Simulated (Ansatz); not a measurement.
Consider the silylene formation by 1,1-elimination: `[OH][Al-]([OH])([OH])[NH2+][SiH3]` → `[NH3+][Al-]([OH])([OH])[OH]` + `[SiH2]`.

Calculated with Ansatz (gas phase, PBE0-D4/def2-TZVP geometries, no zero-point term in ΔE). CBS: MP2 limit from def2 TZ/QZ plus the TZ coupled-cluster correction, frozen cores. This one scheme is used for every species. Functionals use def2-TZVPP. Each species was taken in one conformer, which may not be the lowest.

CCSD(T)/CBS gives +63.7 kcal/mol.

Question: Another level gave +68.6 kcal/mol. Which?
A. HF/def2-TZVPP
B. RPA@PBE/def2-TZVPP
C. PBE0/def2-TZVPP
D. r2SCANh-D4/def2-TZVPP

Answer: D. r2SCANh-D4 68.6, PBE0 63.5, HF/def2-TZVPP 59.6, RPA@PBE/def2-TZVPP 58.4 kcal/mol.

Question: What do rigid-rotor, harmonic-oscillator terms from PBE0-D4/def2-TZVP frequencies (298.15 K, 1 bar) make of the CCSD(T)/CBS value? (An estimate is asked.)

Answer: Ansatz gave: ΔZPE = -2.4 kcal/mol, ΔH = +62.7 kcal/mol, ΔS = 159 J/(mol·K), ΔG = +51.4 kcal/mol. Modes under 50 cm⁻¹ make the entropy rough.

Largest T1 diagnostic among the species: 0.014.

From BLYP to BHLYP (50 % exact exchange), in def2-TZVPP and without D4, ΔE moves by +7.3 kcal/mol. Leaving LDA and LC-ωPBE aside and taking each functional with its dispersion term where it has one, the values, not all of them listed here, spread over 8.1 kcal/mol, from BLYP-D4 to r2SCAN0-D4. LDA lies +9.6 kcal/mol from PBE without D4. The D4 term adds +4.2 kcal/mol with B3LYP and +2.3 kcal/mol with PBE0; it sums over pairs of atoms, weighted by their polarisabilities, and B3LYP, whose exchange is more repulsive, gets the larger term.

B3LYP here is the variant with VWN-RPA as its local correlation; programs differ in this.
